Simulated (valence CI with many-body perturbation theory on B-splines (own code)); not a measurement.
Ca VI in brief

Calculated by valence CI with perturbative core correlation (CI+MBPT): five valence electrons over a frozen Dirac-Fock core [Ne], radial functions for each j: 9 s, 9 p, 8 d, 6 f, 3 g, 1 h, with the one-electron correlation potential Σ1, the two-electron term Σ2, the three-electron term Σ3, Breit, model QED; selected CI, second order for the rest, scaled by the run's own slope (own B-spline code, finite nucleus).

No measured levels were compared; by estimate levels hold to about 100 cm⁻¹ or 0.05 % of their energy and the worst to 300 or 400 cm⁻¹, as in measured light ions of charge 2 to 7. Among the levels kept, up to 910 cm⁻¹ of a level comes from second order outside the variational space, and about a tenth of that is noise between levels of different J, which matters for small intervals.

Rates and lifetimes use the calculated energies. Strong lines usually hold to 10 to 20 %, long lifetimes can be off by a factor of two.

**Question.** What is the ground level?

**Answer.** 3s2.3p3 4S°_3/2, composition 96 % 3s2.3p3 4S° + 3 % 3s.3p3.3d 4S°, g = 2.000.

**Question.** Among levels below 364960 cm⁻¹, which E1 lines absorb most strongly from the ground level?

**Answer.** to 3s2.3p2.3d 4P_5/2 at 33.52 nm, f = 1.19; to 3s2.3p2.3d 4P_3/2 at 33.39 nm, f = 0.798; to 3s2.3p2.3d 4P_1/2 at 33.32 nm, f = 0.398.

**Question.** What are the static dipole polarisabilities of the lowest levels?

**Answer.** 3s2.3p3 4S°_3/2 1.65; 3s2.3p3 2D°_3/2 1.65 (tensor 0.032); 3s2.3p3 2D°_5/2 1.65; 3s2.3p3 2P°_1/2 1.63 bohr³, of which the core gives 0.0211.

**Question.** What is the ionisation energy?

**Answer.** 107.64 eV; NIST lists 108.78 ± 0.25 eV (semi-empirical).

**Question.** How well does LS coupling describe the low levels?

**Answer.** Among the lowest 20 levels the leading LS term, summed over configurations, holds 96 % on average. For single configurations the figures are 83 % in LS and 56 % in jj coupling. Terms mix most in the J = 7/2 level at 254550 cm⁻¹, where the leading one holds 52 %.

**Question.** Where does the other parity begin?

**Answer.** At 3s.3p4 4P_5/2, 155720 cm⁻¹.

**Question.** Name the longest-lived excited levels whose lifetime is computed, and their main decay.

**Answer.** 3s2.3p3 2D°_5/2 at 27456 cm⁻¹ lives 75.6 s, mostly by M1 to 3s2.3p3 4S°_3/2; 3s2.3p3 2D°_3/2 at 27047 cm⁻¹ lives 3.32 s, mostly by M1 to 3s2.3p3 4S°_3/2; 3s2.3p3 2P°_1/2 at 44882 cm⁻¹ lives 131 ms, mostly by M1 to 3s2.3p3 4S°_3/2.
